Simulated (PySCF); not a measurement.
**Identify the compound**

The spectra below were simulated for a compound C$_{4}$H$_{12}$Si$_{3}$.

1H NMR (600 MHz, computed): δ 8.18 (q, 1H), 6.53 (m, 1H), 6.43 (m, 1H), 5.96 (m, 1H), 4.76 (d, 2H), 4.32 (s, 3H), 4.24 (d, 3H).

13C{1H} NMR (computed): δ 172.9, 164.3, 143.6, 140.5.

[PySCF 2.14: NMR shieldings at PBE0/pcSseg-1/GIAO; structure optimised with GFN2-xTB; one computed conformer; fast rotation and ring inversion assumed for equivalent nuclei; no relativistic terms; in vacuum]

References, each an isolated molecule treated in the same way: TMS for 1H and 13C.

**Question.** Which of these isomers gave the spectra?
A. C=C[SiH2]/C([SiH3])=C/[SiH3]
B. C[C@H]([SiH3])[SiH2]C#C[SiH3]
C. C[Si@@H]1C=C[SiH2]C[SiH2]1

**Answer.** A. 

Rings plus π bonds: 2 (no ring in the answer). 4 carbon signals for 4 carbons: no two carbons are equivalent. Carbon types of the structure: 1 × C, 2 × CH, 1 × CH2, leaving 8 H on heteroatoms. δC 172.9, 140.5: alkene CH. δC 164.3: fully substituted alkene carbon; as expected for a trigonal carbon in a double bond. δC 143.6: terminal =CH2 carbon; as expected for a trigonal carbon in a double bond. δH 8.18, 6.43: hydrogen on an alkene CH. δH 6.53, 5.96: hydrogen on a terminal =CH2 carbon; attached to an sp2 carbon and in the plane of the double bond.

The others: C[C@H]([SiH3])[SiH2]C#C[SiH3] would give 6 signals for carbon-bound and other non-exchanging H, not 7; C[Si@@H]1C=C[SiH2]C[SiH2]1 would give 10 signals for carbon-bound and other non-exchanging H, not 7.

Shifts are as computed. Against solution values, carbons near 30 ppm lie about +3 ppm off and those near 130 ppm about +5 ppm. Of 1211 compounds with measured shifts, 218 miss one by over three times the rms of a fit or turn the order of signals round; such compounds aren't used in these exercises. Multiplicities follow the n + 1 count of equivalent neighbours, as no J values were calculated; m marks all less simple cases, F and P coupling included.
